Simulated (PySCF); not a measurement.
Lowest singlet excitation (eV) of eight silicon and germanium compounds: TDA-PBE beside TDA-M06-2X, computed with PySCF for isolated molecules in the bases named; differences from unrounded values. The eight are the first of their class met in an unordered collection, after screening for sound electronic states; none was chosen by its value. Each molecule has one DFT geometry for both levels.

| molecule | basis | TDA-M06-2X | TDA-PBE | difference |
|---|---|---|---|---|
| C3H7NSi, SMILES CC1=NC[SiH2]1 | def2-SVPD | 4.24 | ___ | ___ |
| GeHFBr2, SMILES [GeH]([Br])([Br])[F] | def2-SVPD | 6.09 | 4.93 | -1.16 |
| C2H5ClOSi2, SMILES [Si@H]1(O)C(=C[SiH2]1)Cl | def2-SVPD | 5.24 | 4.44 | -0.81 |
| CH11N3Si2, SMILES C[Si@H](N)[SiH](N)N | def2-SVPD | 5.78 | ___ | ___ |
| methyl(silyloxy)silane (CH8OSi2), SMILES C[SiH2]O[SiH3] | def2-SVPD | 7.41 | ___ | ___ |
| Si(H)2(Br)(OMe) (CH5BrOSi), SMILES CO[SiH2]Br | def2-SVPD | 7.11 | 6.37 | -0.74 |
| CH7FOSi2, SMILES [SiH2](O)[SiH2]CF | def2-SVPD | 6.36 | 5.53 | -0.83 |
| CH₁₃NSi₄, SMILES N(C[SiH2][SiH2][SiH3])[SiH3] | def2-SVPD | 5.43 | 4.31 | -1.12 |

Task: What belongs in the gaps? (An estimate is asked for; the answer gives what the named calculation found.)

Result: 
- methyl(silyloxy)silane (CH8OSi2), SMILES C[SiH2]O[SiH3], TDA-PBE: 6.33
- methyl(silyloxy)silane (CH8OSi2), SMILES C[SiH2]O[SiH3], difference: -1.09
- CH11N3Si2, SMILES C[Si@H](N)[SiH](N)N, TDA-PBE: 4.82
- CH11N3Si2, SMILES C[Si@H](N)[SiH](N)N, difference: -0.96
- C3H7NSi, SMILES CC1=NC[SiH2]1, TDA-PBE: 4.22
- C3H7NSi, SMILES CC1=NC[SiH2]1, difference: -0.02

TDA-PBE lies below TDA-M06-2X in 8 and above it in 0 of the eight; the mean signed difference is -0.84 and the largest -1.16 eV.
